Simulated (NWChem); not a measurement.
Everything below was run with NWChem. System: CH3S, charge 0, spin multiplicity 2, at a geometry optimised with UPBE0/def2-SVP. The structure started from a generated list of species. Its SCF solution wasn't tested for a lower state. Level: UCCSD(T)/def2-SVP, 6 core orbitals frozen.

Job file:

```
start mol
memory heap 100 mb stack 700 mb global 1900 mb
geometry units angstroms nocenter noautoz noautosym
  C     -1.033350     0.470235     0.064768
  S      0.497951    -0.311638    -0.028602
  H     -1.911062    -0.175805     0.037741
  H     -1.132517     1.552008    -0.018366
  H      1.276456     0.788590     0.049649
end
basis spherical
  * library def2-svp
end
scf
  uhf
  nopen 1
  maxiter 100
  thresh 1e-7
  semidirect memsize 60000000 filesize 0
  # guess.movecs holds the orbitals of an unrestricted PBE0 run
  vectors input guess.movecs output mol.movecs
end
tce
  freeze core 6
  ccsd(t)
  thresh 1e-6
  maxiter 100
  tilesize 24
end
task tce energy
```

Output (cleaned and shortened):

```
             Northwest Computational Chemistry Package (NWChem) 7.3.0
             --------------------------------------------------------

                                NWChem Input Module
                                -------------------

 Scaling coordinates for geometry "geometry" by  1.889725989
 (inverse scale =  0.529177249)

                             Geometry "geometry" -> ""
                             -------------------------

 Output coordinates in angstroms (scale by  1.889725989 to convert to a.u.)

  No.       Tag          Charge          X              Y              Z
 ---- ---------------- ---------- -------------- -------------- --------------
    1 C                    6.0000    -1.03335000     0.47023500     0.06476800
    2 S                   16.0000     0.49795100    -0.31163800    -0.02860200
    3 H                    1.0000    -1.91106200    -0.17580500     0.03774100
    4 H                    1.0000    -1.13251700     1.55200800    -0.01836600
    5 H                    1.0000     1.27645600     0.78859000     0.04964900

 Effective nuclear repulsion energy (a.u.)      50.5371023682

            Nuclear Dipole moment (a.u.)
            ----------------------------
        X                 Y               Z
 ---------------- ---------------- ----------------
    -0.0000132281    -0.0000094486    -0.0000000000


 Summary of "ao basis" -> "" (spherical)
 ------------------------------------------------------------------------------
       Tag                 Description            Shells   Functions and Types
 ---------------- ------------------------------  ------  ---------------------
 *                          def2-svp                  on all atoms

 Summary of "ao basis" -> "ao basis" (spherical)
 ------------------------------------------------------------------------------
       Tag                 Description            Shells   Functions and Types
 ---------------- ------------------------------  ------  ---------------------
 C                          def2-svp                 6       14   3s2p1d
 S                          def2-svp                 8       18   4s3p1d
 H                          def2-svp                 3        5   2s1p

                                 NWChem SCF Module
                                 -----------------

  ao basis        = "ao basis"
  functions       =    47
  atoms           =     5
  alpha electrons =    13
  beta  electrons =    12
  charge          =   0.00
  wavefunction    = UHF
  use symmetry    = F
  symmetry adapt  = F

 Summary of "ao basis" -> "ao basis" (spherical)
 ------------------------------------------------------------------------------
       Tag                 Description            Shells   Functions and Types
 ---------------- ------------------------------  ------  ---------------------
 C                          def2-svp                 6       14   3s2p1d
 S                          def2-svp                 8       18   4s3p1d
 H                          def2-svp                 3        5   2s1p

 Forming initial guess at       0.0s

 Starting SCF solution at       0.0s

 ----------------------------------------------
         Quadratically convergent UHF

 Convergence threshold     :          1.000E-07
 Maximum no. of iterations :          100
 Integral*density screening:          1.000E-09
 ----------------------------------------------

              iter       energy          gnorm     gmax       time
             ----- ------------------- --------- --------- --------
[...]
    3 H    1     0.41   0.34  0.05  0.02
    4 H    1     0.41   0.34  0.05  0.02
    5 H    1     0.47   0.36  0.09  0.02

   Mulliken analysis of the beta density
   -------------------------------------

    Atom       Charge   Shell Charges
 -----------   ------   -------------------------------------------------------
    1 C    6     2.53   0.99  0.41  0.11  0.68  0.32  0.02
    2 S   16     8.01   1.00  1.00  0.58  0.33  2.97  0.87  1.22  0.04
    3 H    1     0.49   0.39  0.09  0.01
    4 H    1     0.50   0.39  0.09  0.01
    5 H    1     0.47   0.36  0.09  0.02

   Mulliken analysis of the spin density
   -------------------------------------

    Atom       Charge   Shell Charges
 -----------   ------   -------------------------------------------------------
    1 C    6     1.14  -0.00  0.06  0.10  0.60  0.38 -0.01
    2 S   16     0.04   0.00  0.00  0.00  0.00  0.00  0.03 -0.01  0.01
    3 H    1    -0.09  -0.05 -0.04  0.01
    4 H    1    -0.09  -0.05 -0.04  0.01
    5 H    1    -0.00  -0.00 -0.00  0.00

       Multipole analysis of the density wrt the origin
       ------------------------------------------------

     L   x y z        total         alpha         beta         nuclear
     -   - - -        -----         -----         ----         -------
     0   0 0 0     -0.000000    -13.000000    -12.000000     25.000000

     1   1 0 0     -0.073036      0.743572     -0.816595     -0.000013
     1   0 1 0      0.471175     -0.121955      0.593140     -0.000009
     1   0 0 1     -0.018299     -0.108598      0.090299     -0.000000

     2   2 0 0    -13.468313    -39.170212    -34.785677     60.487577
     2   1 1 0      1.072472     11.861865      9.970960    -20.760354
     2   1 0 1      0.148506      1.414534      0.938737     -2.204765
     2   0 2 0    -14.272995    -18.342126    -17.150591     21.219721
     2   0 1 1     -0.004077     -0.716932     -0.463333      1.176187
     2   0 0 2    -16.883577     -9.659875     -7.375420      0.151718

                   NWChem Extensible Many-Electron Theory Module
                   ---------------------------------------------


            General Information
            -------------------
      Number of processors :     1
         Wavefunction type : Unrestricted Hartree-Fock
          No. of electrons :    25
           Alpha electrons :    13
            Beta electrons :    12
           No. of orbitals :    94
            Alpha orbitals :    47
             Beta orbitals :    47
        Alpha frozen cores :     6
         Beta frozen cores :     6
     Alpha frozen virtuals :     0
      Beta frozen virtuals :     0
         Spin multiplicity : doublet
    Number of AO functions :    47
       Number of AO shells :    23
        Use of symmetry is : off
      Symmetry adaption is : off
         Schwarz screening : 0.10D-09

          Correlation Information
          -----------------------
          Calculation type : Coupled-cluster singles & doubles w/ perturbation
   Perturbative correction : (T)
            Max iterations :      100
        Residual threshold : 0.10D-05
     T(0) DIIS level shift : 0.00D+00
     L(0) DIIS level shift : 0.00D+00
     T(1) DIIS level shift : 0.00D+00
     L(1) DIIS level shift : 0.00D+00
     T(R) DIIS level shift : 0.00D+00
     T(I) DIIS level shift : 0.00D+00
   CC-T/L Amplitude update :  5-th order DIIS
                I/O scheme : Global Array Library
        L-threshold :  0.10D-05
        EOM-threshold :  0.10D-05
 no EOMCCSD initial starts read in
 TCE RESTART OPTIONS
 SLICE:      F
 D4D5:       F
 quantumc:   F
 qrotation:  F
 pwtce:      F
 qducc:      F
 nacto:                         0
 nrotv:                         0
 nrot:                          0

            Memory Information
            ------------------
          Available GA space size is     249032382 doubles
          Available MA space size is     104854764 doubles

 Maximum block size supplied by input
 Maximum block size        24 doubles

 tile_dim =     18

 -------------------------------------------------

 Global array virtual files algorithm will be used

 Parallel file system coherency ......... OK


 half-transformed integrals in memory

 2-e (intermediate) file size =         8836000
 2-e (intermediate) file name = ./mol.v2i

 2-e integrals stored in memory



CCSD iterations
 ---------------------------------------------------------
 Iter          Residuum       Correlation     Cpu    Wall
 ---------------------------------------------------------
    1   0.1344435627261  -0.2536352777822     0.1     0.1
    2   0.0399844478969  -0.2793086968207     0.1     0.1
    3   0.0165335634876  -0.2850360647376     0.1     0.1
    4   0.0083107672341  -0.2868667201339     0.1     0.1
    5   0.0047893809329  -0.2875930895457     0.1     0.1
    6   0.0013411747997  -0.2883713658282     0.1     0.1
    7   0.0006432041456  -0.2883242933908     0.1     0.1
    8   0.0004201207606  -0.2883282592364     0.1     0.1
    9   0.0002859388866  -0.2883316199745     0.1     0.1
   10   0.0002012474818  -0.2883353064532     0.1     0.1
   11   0.0000272056535  -0.2883448974577     0.1     0.1
   12   0.0000110487536  -0.2883479507065     0.1     0.1
   13   0.0000059140024  -0.2883486169771     0.1     0.1
   14   0.0000037959535  -0.2883488967847     0.1     0.1
   15   0.0000025581756  -0.2883490321574     0.1     0.1
   16   0.0000009162109  -0.2883492061264     0.1     0.1
 -----------------------------------------------------------------
 Iterations converged
 CCSD correlation energy / hartree =        -0.288349206126445
 CCSD total energy / hartree       =      -437.227163714412200

 Singles contributions

 Doubles contributions
 CCSD(T)
 Using plain CCSD(T) code
             total no. of tasks           20
 total no. of tasks / no. procs           20
                         wl_min      1061208          10.1
                         wl_max      1685159          10.9
        thresh for no. of tasks           20

 CCSD[T]  correction energy / hartree =        -0.008226909650759
 CCSD[T] correlation energy / hartree =        -0.296576115777204
 CCSD[T] total energy / hartree       =      -437.235390624062973
 CCSD(T)  correction energy / hartree =        -0.007812576181797
 CCSD(T) correlation energy / hartree =        -0.296161782308242
 CCSD(T) total energy / hartree       =      -437.234976290593977

 Task  times  cpu:        6.0s     wall:        6.0s

 Total times  cpu:        6.0s     wall:        6.0s
```
